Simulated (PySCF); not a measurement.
# Titanium: a sound run and one with changed settings

Sound run: Ti [Ar] 3d2 4s2, Ti⁺ [Ar] 3d2 4s1. Computed with PySCF 2.14 in cc-pVTZ-DK (7s6p4d2f1g, 68 functions), with scalar relativity by spin-free X2C-1e. In the sound run the correlated levels freeze [Ar]. The sound run starts from symmetry-adapted Hartree-Fock orbitals and uses a fine grid where one is needed.

Changed run: no relativity, point nucleus. This setting is unsound on purpose.

```
species  method  sound run (hartree)  changed run (hartree)  converged
     Ti     UHF           -852.74751             -846.71759        yes
     Ti  M06-2X           -853.72377             -847.69485        yes
     Ti    MN15           -854.07840             -848.05728        yes
     Ti     MP2           -852.78761             -846.75721        yes
    Ti⁺     UHF           -852.54329             -846.51504        yes
    Ti⁺  M06-2X           -853.46023             -847.43360        yes
    Ti⁺    MN15           -853.82108             -847.80257        yes
    Ti⁺     MP2           -852.55438             -846.52593        yes
```

Ionisation energy of Ti:

```csv
method,sound run (eV),changed run (eV)
UHF,5.557,5.512
M06-2X,7.171,7.109
MN15,7.002,6.931
MP2,6.346,6.293
SCS-MP2,6.515,6.461
```

Most of the change in total energy is the relativistic energy itself. On top of that the contraction fixes the core shape for the Hamiltonian it was made with, so the changed run is not a good calculation with the other Hamiltonian either.

For comparison, NIST gives 6.828 eV between the lowest levels.
